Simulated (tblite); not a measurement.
A geometry optimisation, step by step.

Compound: C₈H₁₃OP.
Atom-mapped SMILES: `[CH3:1][CH2:2][CH2:3][P:4]1(=[O:5])[CH:6]=[CH:7][CH2:8][CH:9]=[CH:10]1` (hydrogens: H11, H12, H13 on C1; H14, H15 on C2; H16, H17 on C3; H18 on C6; H19 on C7; H20, H21 on C8; H22 on C9; H23 on C10)

Computed with GFN2-xTB (tblite), gas phase: L-BFGS steps from a force-field or distance-geometry start until the largest atomic force falls under 0.01 eV/Å. 5 of its 238 geometries are shown.

Step 0: E = -825.1826 eV, largest atomic force 2.703 eV/Å
```
atom  x, y, z in Å  |  force x, y, z in eV/Å
C1      3.636    0.007   -0.129   -0.062  -0.104  -1.000
C2      2.186   -0.434    0.058    0.457  -0.826   1.464
C3      1.303    0.400   -0.795    0.683   1.476  -1.051
P4     -0.442    0.004   -0.689   -1.857  -1.511  -1.254
O5     -0.949   -0.664   -1.924    0.445   0.329   0.427
C6     -1.489    1.447   -0.359    0.106  -0.321   0.525
C7     -2.683    1.169    0.153   -0.282   0.686   0.079
C8     -3.141   -0.212    0.451   -0.837  -0.895  -0.495
C9     -2.106   -1.058    1.110    0.365  -0.283   0.566
C10    -0.838   -1.080    0.730    0.549   0.610  -0.017
H11     3.924    0.739    0.631    0.158  -0.314  -0.290
H12     3.645    0.489   -1.135    0.662  -0.281   0.731
H13     4.287   -0.881   -0.147   -0.011   0.691   0.185
H14     2.088   -1.531   -0.164   -0.132   0.965   0.181
H15     1.921   -0.224    1.110   -0.039  -0.574  -0.224
H16     1.406    1.476   -0.520    0.066  -0.482  -0.056
H17     1.685    0.315   -1.844   -0.808   0.015   0.432
H18    -1.147    2.440   -0.568    0.034   0.247  -0.038
H19    -3.395    1.970    0.397    0.298  -0.320  -0.247
H20    -3.334   -0.750   -0.525    0.118   0.603   0.577
H21    -4.113   -0.230    0.999    0.754   0.120  -0.208
H22    -2.380   -1.686    1.952   -0.355   0.024  -0.123
H23    -0.071   -1.680    1.217   -0.311   0.143  -0.166
```

Step 59: E = -825.7063 eV, largest atomic force 0.110 eV/Å
```
atom  x, y, z in Å  |  force x, y, z in eV/Å
C1      3.681   -0.034   -0.175    0.003  -0.016   0.031
C2      2.229   -0.475   -0.019   -0.005   0.040  -0.001
C3      1.273    0.559   -0.614    0.012  -0.005   0.000
P4     -0.456   -0.062   -0.775    0.008   0.005   0.004
O5     -0.708   -0.753   -2.052    0.016   0.005   0.035
C6     -1.539    1.364   -0.477   -0.025  -0.016  -0.007
C7     -2.721    1.155    0.085    0.004  -0.032   0.028
C8     -3.185   -0.196    0.541    0.032  -0.008   0.011
C9     -2.102   -1.048    1.133   -0.006   0.027   0.010
C10    -0.859   -1.069    0.674   -0.015  -0.002   0.020
H11     3.824    0.964    0.236   -0.020  -0.009  -0.004
H12     3.976   -0.017   -1.223   -0.048  -0.002   0.036
H13     4.339   -0.716    0.358    0.028  -0.023  -0.031
H14     2.087   -1.446   -0.506   -0.045   0.096  -0.028
H15     2.004   -0.596    1.044    0.027  -0.006  -0.026
H16     1.291    1.473   -0.017   -0.013  -0.025   0.001
H17     1.575    0.805   -1.637    0.010  -0.001   0.001
H18    -1.222    2.348   -0.794   -0.001  -0.037  -0.020
H19    -3.419    1.970    0.244    0.037  -0.012  -0.026
H20    -3.570   -0.727   -0.340   -0.006   0.016   0.023
H21    -4.013   -0.093    1.247    0.049   0.006  -0.018
H22    -2.388   -1.669    1.975   -0.028  -0.003  -0.055
H23    -0.103   -1.711    1.102   -0.013   0.004   0.017
```

Step 118: E = -825.8139 eV, largest atomic force 0.065 eV/Å
```
atom  x, y, z in Å  |  force x, y, z in eV/Å
C1      3.726    0.181   -0.187   -0.062   0.014   0.015
C2      2.365   -0.508   -0.199   -0.024   0.034   0.005
C3      1.226    0.507   -0.199   -0.038   0.010  -0.038
P4     -0.354   -0.291   -0.723    0.039  -0.032  -0.014
O5     -0.170   -1.099   -1.939   -0.018  -0.020  -0.037
C6     -1.565    1.036   -0.912    0.010  -0.039   0.006
C7     -2.705    1.074   -0.239   -0.021   0.021  -0.002
C8     -3.152    0.123    0.820   -0.023  -0.020  -0.009
C9     -2.244   -1.011    1.157    0.054   0.011   0.007
C10    -1.040   -1.237    0.653    0.014  -0.004   0.019
H11     3.814    0.818    0.691    0.052  -0.004  -0.011
H12     3.855    0.797   -1.075   -0.032  -0.006   0.021
H13     4.528   -0.553   -0.168    0.000  -0.021   0.031
H14     2.273   -1.128   -1.094   -0.006   0.014   0.028
H15     2.281   -1.161    0.675   -0.028   0.012  -0.045
H16     1.121    1.011    0.762   -0.010  -0.022   0.003
H17     1.416    1.263   -0.970   -0.001   0.014   0.021
H18    -1.359    1.745   -1.704    0.012   0.027   0.023
H19    -3.428    1.858   -0.446    0.024   0.008  -0.030
H20    -4.117   -0.296    0.507   -0.005   0.004   0.009
H21    -3.363    0.686    1.738    0.025   0.014  -0.007
H22    -2.648   -1.688    1.903    0.021   0.021   0.027
H23    -0.466   -2.101    0.959    0.015  -0.039  -0.024
```

Step 178: E = -825.8781 eV, largest atomic force 0.040 eV/Å
```
atom  x, y, z in Å  |  force x, y, z in eV/Å
C1      3.424    0.244    0.320   -0.002  -0.002   0.004
C2      2.211   -0.422   -0.315    0.005  -0.001   0.006
C3      0.998    0.502   -0.363    0.018   0.000  -0.004
P4     -0.409   -0.472   -1.056   -0.019   0.014   0.005
O5     -0.046   -1.249   -2.247   -0.001  -0.013  -0.013
C6     -1.772    0.689   -1.297   -0.011   0.034  -0.018
C7     -2.630    0.971   -0.329    0.003   0.002   0.003
C8     -2.523    0.442    1.068   -0.002   0.006   0.003
C9     -1.950   -0.939    1.162   -0.001  -0.010   0.006
C10    -1.038   -1.434    0.338   -0.014  -0.008   0.023
H11     3.229    0.474    1.366    0.005   0.019  -0.005
H12     3.668    1.170   -0.195   -0.001   0.007  -0.015
H13     4.290   -0.413    0.270   -0.030   0.005   0.007
H14     2.445   -0.733   -1.336   -0.012  -0.003   0.026
H15     1.951   -1.323    0.250   -0.003   0.026  -0.021
H16     0.742    0.877    0.628    0.005   0.001  -0.004
H17     1.179    1.355   -1.023    0.026  -0.023   0.005
H18    -1.895    1.066   -2.303    0.003  -0.005  -0.010
H19    -3.470    1.630   -0.514    0.012   0.005   0.003
H20    -3.507    0.460    1.545    0.012  -0.009  -0.025
H21    -1.887    1.125    1.642    0.009  -0.008   0.024
H22    -2.334   -1.543    1.975   -0.006  -0.007   0.015
H23    -0.682   -2.451    0.424    0.004  -0.029  -0.016
```

Step 237: E = -825.8925 eV, largest atomic force 0.010 eV/Å
```
atom  x, y, z in Å  |  force x, y, z in eV/Å
C1      3.416    0.256    0.287    0.002   0.000  -0.004
C2      2.149   -0.454   -0.171    0.002  -0.004   0.002
C3      1.003    0.519   -0.414   -0.001  -0.002   0.001
P4     -0.421   -0.422   -1.115   -0.003   0.001   0.004
O5     -0.087   -1.142   -2.350    0.003  -0.004  -0.001
C6     -1.768    0.774   -1.259   -0.003   0.001   0.000
C7     -2.594    1.013   -0.251    0.001   0.004   0.001
C8     -2.489    0.377    1.101   -0.003  -0.007   0.002
C9     -1.929   -1.012    1.099   -0.005   0.003   0.002
C10    -1.033   -1.460    0.232    0.003   0.000  -0.002
H11     3.235    0.807    1.208    0.001  -0.001   0.002
H12     3.756    0.958   -0.472   -0.005   0.005   0.001
H13     4.211   -0.463    0.468   -0.002   0.000  -0.001
H14     2.341   -0.998   -1.099    0.006  -0.004  -0.007
H15     1.843   -1.185    0.583    0.001   0.000   0.006
H16     0.713    1.031    0.503   -0.008   0.003   0.000
H17     1.286    1.267   -1.160    0.003   0.003  -0.003
H18    -1.902    1.226   -2.232    0.007   0.000   0.000
H19    -3.413    1.711   -0.369    0.003  -0.003   0.001
H20    -3.476    0.364    1.570   -0.006   0.001   0.005
H21    -1.853    1.008    1.735    0.005   0.003  -0.002
H22    -2.308   -1.663    1.878    0.002   0.001  -0.002
H23    -0.685   -2.484    0.239   -0.003  -0.001  -0.003
```

Question: Summarise the path.

Answer: The energy falls by 0.7099 eV from step 0 to step 237; nine tenths of that is first reached at step 125. It never rises by more than 0.2 meV. The largest force goes from 2.703 to 0.010 eV/Å. Among the bonds C3–P4 changes most, from 1.792 to 1.845 Å; the atoms move by 1.200 Å rms after alignment.
